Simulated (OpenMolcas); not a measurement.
# Co VI: CASPT2 settings compared

```yaml
Program: OpenMolcas
Basis: ANO-L-VQZP [7s6p4d3f2g]
Scalar_Hamiltonian: non-relativistic, point nucleus
Active_space: 4 electrons in 5 orbitals (3d)
State_averaging: 2S+1 = 5 even, 5 roots; 2S+1 = 3 even, 45 roots; 2S+1 = 1 even, 50 roots
Spin-orbit_coupling: RASSI with atomic mean-field integrals over the reference wave functions, term energies averaged over their components
```

Methods on the same reference wave functions:
A. CASSCF
B. SS-CASPT2, IPEA 0.75 Eh, imaginary shift 0.1 Eh (closed shells correlated: 2s 2p 3s 3p)
C. XMS-CASPT2, IPEA 0 Eh, real shift 0.05 Eh (closed shells correlated: 2s 2p 3s 3p)
D. XMS-CASPT2, IPEA 0 Eh, imaginary shift 0.2 Eh (closed shells correlated: 2s 2p 3s 3p)

Energies in eV above 3d⁴ ⁵D₀, the measured ground level; measured values from Sugar and Corliss, J. Phys. Chem. Ref. Data 10, 1097 (1981).

```csv
Level,A,B,C,D,Measured
3d⁴ ⁵D₀,0.0000,0.0000,0.0000,0.0000,0.0000
3d⁴ ⁵D₁,0.0259,0.0263,0.0263,0.0263,0.0253
3d⁴ ⁵D₂,0.0757,0.0767,0.0768,0.0768,0.0730
3d⁴ ⁵D₃,0.1468,0.1480,0.1481,0.1481,0.1394
3d⁴ ⁵D₄,0.2361,0.2369,0.2370,0.2370,0.2209
3d⁴ ³H₄,3.8005,3.655,3.655,3.657,3.5183
3d⁴ ³H₅,3.8557,3.714,3.715,3.717,3.5715
3d⁴ ³H₆,3.9152,3.777,3.779,3.780,3.6245
3d⁴ ³P₀(1),4.0311,3.517,3.492,3.491,3.3682
3d⁴ ³P₁(1),4.1833,3.674,3.650,3.649,3.5288
3d⁴ ³F₂(1),4.3849,3.959,3.921,3.922,3.7883
3d⁴ ³F₃(1),4.3941,3.971,3.933,3.933,3.7982
3d⁴ ³F₄(1),4.4199,3.998,3.960,3.960,3.8208
3d⁴ ³P₂(1),4.4444,3.934,3.910,3.909,3.7823
3d⁴ ³G₃,4.8004,4.392,4.362,4.362,4.2187
3d⁴ ³G₄,4.8634,4.456,4.426,4.426,4.2743
3d⁴ ³G₅,4.9096,4.507,4.478,4.479,4.3214
3d⁴ ¹I₆,5.7395,5.485,5.510,5.513,5.3065
3d⁴ ¹G₄(1),6.0706,5.422,5.383,5.383,5.1981
3d⁴ ³D₃,6.1770,5.405,5.327,5.326,5.1672
3d⁴ ³D₂,6.1965,5.426,5.348,5.347,5.1895
3d⁴ ³D₁,6.2223,5.451,5.373,5.372,5.2195
3d⁴ ¹S₀(1),7.0280,5.895,5.810,5.806,5.6254
3d⁴ ¹D₂(1),7.4944,6.776,6.735,6.735,6.5389
```

Deviations, from unrounded energies. A percentage is the sum of absolute deviations over the sum of measured energies, with the sign that they share, or ± where signs differ.

| Against measurement | Levels | A | B | C | D |
| --- | --- | --- | --- | --- | --- |
| mean absolute deviation (cm-1) | 23 | 4600 | 1300 | 1000 | 1000 |
| fine structure of the ground term (%) | 4 | +5.6 | +6.4 | +6.5 | +6.5 |
| other terms of the ground configuration (%) | 19 | +15.6 | +4.2 | +3.5 | +3.5 |

C, D lie about equally close to measurement and A furthest from it. The largest miss of C in the table is 3d⁴ ¹I₆, by +1600 cm-1. The ranking rests on the paired levels alone, and a cruder setting can come out closer through cancelling errors.

Among B to D the level of the table that moves most is 3d⁴ ¹S₀(1), by 720 cm-1 (lowest in D, highest in B). Moves below CASPT2's spread within the term are not significant.

The mean deviations of B to D differ by less than CASPT2's widest spread within a term (370 cm-1), so their order carries little weight.

From A to B the spin-free energies of the other terms of 3d⁴ shown, above ⁵D, scale by factors of 0.83 to 0.96, as is usual when dynamic correlation screens the repulsion within a d or f shell.

The lowest spin-free term lies below A's lowest term by 0.432 hartree in B, 0.455 hartree in C, 0.455 hartree in D.

CASPT2 does not keep the components of a term degenerate, so their means are used; among the terms shown or strongly mixed into the levels shown the widest spread is 370 cm-1 (3d⁴ ¹G(1), B). Without dynamic correlation excited terms often stand tens of per cent too high (terms of higher spin than the ground term too low), and those without a measured partner can miss by more than the paired ones (holds for A). The CASPT2 spread within a term exceeds the gap to the next term for 3d⁴ ¹G(1) and 3d⁴ ³D, so the order of their levels is uncertain (holds for B). Measured partners are found by configuration, term and J. A level has none where our copy of the source lacks it or the pairing is in doubt (some pairs that miss far off the trend of their configuration count as doubtful), and it then counts in no deviation. Levels of configurations outside the active space are missing. The table leaves out levels that lie high or whose names do not pair safely across all columns.

A number in round brackets counts repeated terms of one configuration in the order of the reference energies.
